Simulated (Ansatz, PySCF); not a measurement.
CH3Te, SMILES C[Te] (connectivity only; charge and spin as stated), charge +1, multiplicity 1.

Geometry optimised at B3LYP-D3(BJ)/def2-TZVP. The spin state was assumed, not searched. The isomer is the one that the SMILES or the coordinates give; other isomers of the formula were not compared. The def2 effective core potentials stand for the cores of Te; spin–orbit coupling is left out.

Vertical ionisation energy (IE) and electron affinity (EA) in eV. Rows of orbital energies are one-electron estimates. Where ΔSCF, EOM or ADC give a negative EA the extra electron is unbound and the value depends on the basis.

```tsv
level	IE	EA
−ε(HOMO), −ε(LUMO), PBE0/def2-TZVPD (PySCF)	…	…
ΔSCF, CAM-B3LYP/def2-TZVPD (Ansatz), final states of multiplicity 2 and 2	15.59	9.44
ΔSCF, PBE/def2-TZVPD (Ansatz), final states of multiplicity 2 and 2	15.31	9.27
```

Question: What belongs in the gaps? (The exact figures need the calculation; the answer reports its results.)

Answer: 
- −ε(HOMO), −ε(LUMO), PBE0/def2-TZVPD (PySCF), IE: 12.98
- −ε(HOMO), −ε(LUMO), PBE0/def2-TZVPD (PySCF), EA: 11.71

Question: What vertical singlet–triplet gap does ΔSCF give with CAM-B3LYP/def2-TZVPD (Ansatz, an electronic-structure program) and with PBE/def2-TZVPD (Ansatz)? (The exact figures need the calculation; the answer reports its results.)

Answer: -1.18 and -1.19 eV (triplet above singlet where positive).
